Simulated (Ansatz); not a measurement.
**Two structures, one formula**

The two ends of one reaction step of Si2NH9O, singlet (PBE0-D4/def2-TZVP).

A:

Si1  (-1.169, 0.734, 0.195)
H2  (0.533, -1.888, 2.420)
H3  (-1.769, 1.743, -0.713)
H4  (-2.169, 0.070, 1.059)
N5  (-0.059, 1.571, 1.179)
H6  (0.403, -1.783, 1.692)
O7  (-0.532, -0.468, -0.727)
Si8  (0.701, -0.794, -1.749)
H9  (0.465, 2.360, 0.843)
H10  (0.357, 1.160, 1.998)
H11  (1.888, -1.263, -0.987)
H12  (1.081, 0.420, -2.522)
H13  (0.271, -1.859, -2.687)
(Å)

B:

```json
{"atom": "Si1", "x (Å)": "-0.4997", "y (Å)": "0.8040", "z (Å)": "1.0397"}
{"atom": "H2", "x (Å)": "0.6574", "y (Å)": "0.0351", "z (Å)": "1.5687"}
{"atom": "H3", "x (Å)": "-0.3335", "y (Å)": "1.0982", "z (Å)": "-0.4064"}
{"atom": "H4", "x (Å)": "-1.7248", "y (Å)": "-0.0274", "z (Å)": "1.2135"}
{"atom": "N5", "x (Å)": "-0.5095", "y (Å)": "2.3204", "z (Å)": "1.8605"}
{"atom": "H6", "x (Å)": "0.4417", "y (Å)": "-2.3245", "z (Å)": "0.0934"}
{"atom": "O7", "x (Å)": "-0.0543", "y (Å)": "-1.8523", "z (Å)": "-0.5766"}
{"atom": "Si8", "x (Å)": "0.7308", "y (Å)": "-1.4563", "z (Å)": "-1.9742"}
{"atom": "H9", "x (Å)": "-1.1044", "y (Å)": "3.0605", "z (Å)": "1.5234"}
{"atom": "H10", "x (Å)": "-0.4573", "y (Å)": "2.3419", "z (Å)": "2.8665"}
{"atom": "H11", "x (Å)": "1.2186", "y (Å)": "-2.6744", "z (Å)": "-2.6781"}
{"atom": "H12", "x (Å)": "1.8992", "y (Å)": "-0.5721", "z (Å)": "-1.7166"}
{"atom": "H13", "x (Å)": "-0.2645", "y (Å)": "-0.7530", "z (Å)": "-2.8139"}
```

Computed with Ansatz 0.2.0 (basis: def2-TZVPP); correlated methods freeze the cores. B3LYP uses VWN-RPA correlation.

(1) Which structure is lower at CCSD(T), and by how much? (To be estimated.)

T1 diagnostic: at most 0.011.

Answers

(1) The calculation gives: A, by 1.065 eV (electronic energy, against the other). By their contacts, A is a complex of Si₂NH₇O ([NH2][SiH2][O][SiH3]) + H₂ and B is a complex of SiNH₅ ([NH2][SiH3]) + SiH₄O ([OH][SiH3]).

All methods give the same order:

```json
{"method": "SPW92", "E(B) − E(A) (eV)": "0.961"}
{"method": "PBE-D4", "E(B) − E(A) (eV)": "0.984"}
{"method": "BLYP-D4", "E(B) − E(A) (eV)": "1.083"}
{"method": "r2SCAN-D4", "E(B) − E(A) (eV)": "1.092"}
{"method": "B97M-V", "E(B) − E(A) (eV)": "1.052"}
{"method": "PBE0-D4", "E(B) − E(A) (eV)": "1.006"}
{"method": "B3LYP-D4", "E(B) − E(A) (eV)": "1.091"}
{"method": "r2SCAN0-D4", "E(B) − E(A) (eV)": "1.087"}
{"method": "BHLYP-D4", "E(B) − E(A) (eV)": "1.121"}
{"method": "CAM-B3LYP-D4", "E(B) − E(A) (eV)": "1.095"}
{"method": "wB97X-V", "E(B) − E(A) (eV)": "1.050"}
{"method": "wB97M-V", "E(B) − E(A) (eV)": "1.064"}
{"method": "B2PLYP", "E(B) − E(A) (eV)": "1.084"}
{"method": "PBE-QIDH", "E(B) − E(A) (eV)": "1.059"}
{"method": "RPA on PBE", "E(B) − E(A) (eV)": "1.030"}
{"method": "HF", "E(B) − E(A) (eV)": "1.093"}
{"method": "MP2", "E(B) − E(A) (eV)": "1.134"}
{"method": "CCSD", "E(B) − E(A) (eV)": "1.056"}
{"method": "CCSD(T)", "E(B) − E(A) (eV)": "1.065"}
```

Labels in which every atom is bracketed show which atoms are joined, not bond orders.

For scale, one of the runs: CCSD(T)/def2-TZVPP, 272 basis functions, launched by `ansatz run in.yaml --threads 8 --pin off --events-out ev --progress --plain --max-ram 19148MiB`. Time: 59 s of wall clock on 8 CPU threads of an Intel Xeon Platinum 8259CL; the host was shared. Peak host memory: 6.9 GiB.
